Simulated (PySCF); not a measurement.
SMILES [CH3][Mg][S]C (C2H6MgS), PBE0/def2-SVP optimised geometry.

```
10

Mg    -0.13     0.66     0.00
C     -2.22     0.70    -0.05
H     -2.59     1.58    -0.61
H     -2.65     0.76     0.97
H     -2.64    -0.19    -0.53
S      2.19     0.66     0.00
C      2.65    -0.57     1.28
H      2.29    -0.29     2.28
H      3.75    -0.60     1.32
H      2.30    -1.58     1.04
```

Density from PBE0/def2-TZVP (PySCF) at that geometry.

Minimum of the electron density along straight lines between bonded atoms, close to the bond critical point (lines longer than 1.1 times the sum of covalent radii, or with two minima, are not listed):

```json
[
 {"bond": "Mg1–C2", "length / Å": "2.088", "ρ at the minimum / e bohr⁻³": "0.057", "∇²ρ there / e bohr⁻⁵": "0.25", "position (fraction from the first atom)": "0.42"},
 {"bond": "C2–H3", "length / Å": "1.104", "ρ at the minimum / e bohr⁻³": "0.262", "∇²ρ there / e bohr⁻⁵": "-0.83", "position (fraction from the first atom)": "0.64"},
 {"bond": "C2–H4", "length / Å": "1.103", "ρ at the minimum / e bohr⁻³": "0.262", "∇²ρ there / e bohr⁻⁵": "-0.83", "position (fraction from the first atom)": "0.64"},
 {"bond": "C2–H5", "length / Å": "1.103", "ρ at the minimum / e bohr⁻³": "0.262", "∇²ρ there / e bohr⁻⁵": "-0.84", "position (fraction from the first atom)": "0.64"},
 {"bond": "Mg1–S6", "length / Å": "2.320", "ρ at the minimum / e bohr⁻³": "0.049", "∇²ρ there / e bohr⁻⁵": "0.21", "position (fraction from the first atom)": "0.38"},
 {"bond": "S6–C7", "length / Å": "1.832", "ρ at the minimum / e bohr⁻³": "0.171", "∇²ρ there / e bohr⁻⁵": "-0.26", "position (fraction from the first atom)": "0.52"},
 {"bond": "C7–H8", "length / Å": "1.099", "ρ at the minimum / e bohr⁻³": "0.274", "∇²ρ there / e bohr⁻⁵": "-0.93", "position (fraction from the first atom)": "0.64"},
 {"bond": "C7–H9", "length / Å": "1.099", "ρ at the minimum / e bohr⁻³": "0.275", "∇²ρ there / e bohr⁻⁵": "-0.93", "position (fraction from the first atom)": "0.65"},
 {"bond": "C7–H10", "length / Å": "1.099", "ρ at the minimum / e bohr⁻³": "0.274", "∇²ρ there / e bohr⁻⁵": "-0.93", "position (fraction from the first atom)": "0.64"}
]
```
